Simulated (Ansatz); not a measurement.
Ansatz results at the PBE0-D4/def2-TZVP geometry: LUMO energy (B3LYP/def2-TZVPP) -2.20 eV; HOMO energy (B3LYP/def2-TZVPP) -7.46 eV; size of the dipole moment (PBE/def2-TZVPP) 1.61 D.

Each molecule was computed in one conformer, which needn't be the lowest.

Problem. Which molecule gave them?
A. `[OH][AlH][Zn][F]`
B. `N=C[SiH2]O`
C. `[AlH2][S]BS`
D. `N/C=C/[SiH2]Cl`

Solution. C. The others give `N/C=C/[SiH2]Cl`: -0.21, -6.33, 4.50; `N=C[SiH2]O`: -1.39, -7.61, 2.71; `[OH][AlH][Zn][F]`: -2.28, -7.64, 3.87.

B3LYP here is the variant with VWN-RPA as its local correlation; programs differ in this.
